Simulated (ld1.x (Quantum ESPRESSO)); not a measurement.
**Pd (Z = 46): ultrasoft pseudisation with PBE, scalar-relativistic reference atom.**

palladium (Pd), ultrasoft, made with ld1.x (Quantum ESPRESSO) 7.5 (PBE, scalar-relativistic). Core [Kr], reference 4d8 5s0 5p0 (charge +2). Waves: 5s (bound, empty): rcut 2.45, rcutus 2.75 bohr; 5s channel at 2.95 Ry: rcut 2.45, rcutus 2.75 bohr; 5p (bound, empty): rcut 2.65, rcutus 3.00 bohr; 5p channel at 0.1 Ry: rcut 2.65, rcutus 3.00 bohr; 4d (bound): rcut 1.40, rcutus 1.85 bohr; 4d channel at -1.15 Ry: rcut 1.40, rcutus 1.85 bohr. Local part: all-electron potential smoothed inside 1.85 bohr (lloc = -1). Core correction: none. Augmentation charge: built from norm-conserving waves at rcut, not smoothed further.

* Cutoffs needed: 35 Ry and 50 Ry (the cutoffs (Ry, on a coarse ladder) from which the occupation-weighted sum of valence levels, in a spherical-Bessel basis at the reference potential, stays within 10 and 1 mRy of its value at 400 Ry)
* Ghost test: ghost state, extra bound levels that the all-electron valence spectrum of the same l lacks: s at -191.3 eV; a true bound ghost makes a file unfit for plane-wave use (spherical-Bessel basis up to 400 Ry, 20 bohr box)
* Configuration tests: test run stopped at test 7 of 7 (negative rho)
* Lowest eigenvalue of the overlap operator: 0.05 (s channel)
